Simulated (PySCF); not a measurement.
## Electron correlation in C²⁺ (carbon, charge +2)

[He] 2s2, closed-shell 1S. All numbers are calculated (PySCF 2.14, the non-relativistic Hamiltonian (point nucleus), in def2-SVP). Frozen: 1s2; 2 electrons correlated.

Total MP2 correlation energy: -40.09 mhartree.

Same-spin part 0.00 and opposite-spin part -40.09 mhartree; SCS-MP2 scales them by 1/3 and 6/5 to -48.11 mhartree.

With two correlated electrons CCSD is exact within the correlated space (frozen core and kept virtual orbitals).

```csv
level,correlation energy (mhartree)
CCSD,-73.14
```

Diagnostics: T1 = 0.0091, D1 = 0.0129, largest double amplitude 0.163.

A double-excitation amplitude exceeds 0.15, a sign of near-degeneracy.

Cost of the coupled-cluster step: 0.06 s of wall time on 1 thread of Intel(R) Xeon(R) Platinum 8259CL CPU @ 2.50GHz (shared host), for 2 correlated electrons.

Iterations:

```
CC2 = 0
CCSD nocc = 1, nmo = 13
frozen orbitals [0]
max_cycle = 100
direct = 0
conv_tol = 1e-08
conv_tol_normt = 1e-06
diis_space = 8
diis_start_cycle = 0
Init t2, MP2 energy = -36.3909491151405  E_corr(MP2) -0.0400922695436592
Init E_corr(CCSD) = -0.0400922695436592
cycle = 1  E_corr(CCSD) = -0.0566650313185802  dE = -0.0165727618  norm(t1,t2) = 0.0703625
cycle = 2  E_corr(CCSD) = -0.0647012255183816  dE = -0.0080361942  norm(t1,t2) = 0.0367518
cycle = 3  E_corr(CCSD) = -0.0732770652699499  dE = -0.00857583975  norm(t1,t2) = 0.0192005
cycle = 4  E_corr(CCSD) = -0.0731038550748019  dE = 0.000173210195  norm(t1,t2) = 0.000300519
cycle = 5  E_corr(CCSD) = -0.0731501589906414  dE = -4.63039158e-05  norm(t1,t2) = 8.29437e-05
cycle = 6  E_corr(CCSD) = -0.0731370582991427  dE = 1.31006915e-05  norm(t1,t2) = 2.60692e-05
cycle = 7  E_corr(CCSD) = -0.0731381697254265  dE = -1.11142628e-06  norm(t1,t2) = 2.75903e-06
cycle = 8  E_corr(CCSD) = -0.073138212168868  dE = -4.24434415e-08  norm(t1,t2) = 1.92227e-07
cycle = 9  E_corr(CCSD) = -0.0731382254423797  dE = -1.32735117e-08  norm(t1,t2) = 9.54932e-08
cycle = 10  E_corr(CCSD) = -0.0731382617210738  dE = -3.62786941e-08  norm(t1,t2) = 6.52415e-08
cycle = 11  E_corr(CCSD) = -0.073138254250732  dE = 7.47034173e-09  norm(t1,t2) = 1.66095e-08
CCSD converged
E(CCSD) = -36.42399509984755  E_corr = -0.07313825425073202
```
